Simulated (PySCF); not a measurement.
C₆H₉N₃Si.
SMILES with atom numbers: `[SiH3:1][c:2]1[n:3][n:4][n:5][cH:6][c:7]1[CH:8]1[CH2:9][CH2:10]1` (hydrogens: H11, H12, H13 on Si1; H14 on C6; H15 on C8; H16, H17 on C9; H18, H19 on C10)

All values: PBE0/pcSseg-1 (PySCF, non-relativistic), on one gas-phase PBE0-D3(BJ)/def2-SVP geometry that isn't relaxed in the solvent. The solvent is an IEF-PCM continuum (van der Waals radii × 1.2). The model holds no explicit solvent molecules, cavitation or dispersion.

Gas phase at PBE0/pcSseg-1: HOMO -7.24 eV, LUMO -1.88 eV, dipole 6.03 D.

What does the continuum do to the energy, the frontier levels and the dipole at PBE0/pcSseg-1 in tetrahydrofuran and dimethylsulfoxide?

```tsv
solvent	ε	E(solvent) − E(gas) (kcal/mol)	polarisation term (kcal/mol)	distortion of the solute (kcal/mol)	HOMO (eV)	LUMO (eV)	dipole (D)
tetrahydrofuran	7.426	-8.16	-9.94	1.78	-7.55	-1.92	7.85
dimethylsulfoxide	46.83	-10.06	-12.80	2.74	-7.63	-1.93	8.28
```

The polarisation term is half the interaction of the solute with the surface charges that it induces; the rest is the cost of distorting the solute's density. The sum is the electrostatic part of solvation alone. From tetrahydrofuran to dimethylsulfoxide the lowering changes by a factor 1.23, Onsager's factor (ε − 1)/(2ε + 1) by 1.19 and ε itself by 6.3.

Which radius a makes the point-dipole formula ΔE = −[(ε − 1)/(2ε + 1)]·μ²/a³ give the value in dimethylsulfoxide, with the gas-phase dipole?

μ = 2.374 au and |ΔE| = 0.01602 Eh give a = 2.93 Å; the farthest nucleus lies 4.01 Å from the centroid of the nuclei, so such a sphere wouldn't even hold the nuclei. The formula assumes a rigid point dipole at the centre of a sphere.

Which IAO charges (PBE0/pcSseg-1) respond most in dimethylsulfoxide (means over atoms taken as equivalent)?

```
  atoms                          environment  gas (e)  solvent (e)  change
     N4               pyridine-type nitrogen   -0.031       -0.079  -0.048
     N5               pyridine-type nitrogen   -0.161       -0.193  -0.032
     N3               pyridine-type nitrogen   -0.166       -0.194  -0.028
    H14                    aromatic hydrogen   +0.157       +0.181  +0.024
     C7          substituted aromatic carbon   +0.007       +0.025  +0.018
     C6  aromatic CH next to a ring nitrogen   -0.022       -0.011  +0.011
    H15                     methine hydrogen   +0.149       +0.159  +0.010
H16/H19                   methylene hydrogen   +0.159       +0.167  +0.008
H17/H18                   methylene hydrogen   +0.151       +0.158  +0.007
     C2          substituted aromatic carbon   -0.148       -0.141  +0.007
    Si1                         SiH3 silicon   +0.579       +0.584  +0.005
     C8                 benzylic-type carbon   -0.144       -0.149  -0.005
```

Hardware: an Arm Neoverse V1 with one thread (shared host). Cost: 46 s of wall time, 1.2 GiB resident at most. This is the whole shielding run at PBE0/pcSseg-1 in dimethylsulfoxide, SCF included.

Shape of the structure used: `[SiH3:1][c:2]1[n:3][n:4][n:5][cH:6][c:7]1[CH:8]1[CH2:9][CH2:10]1`: C6–C7–C8–C9 38°.
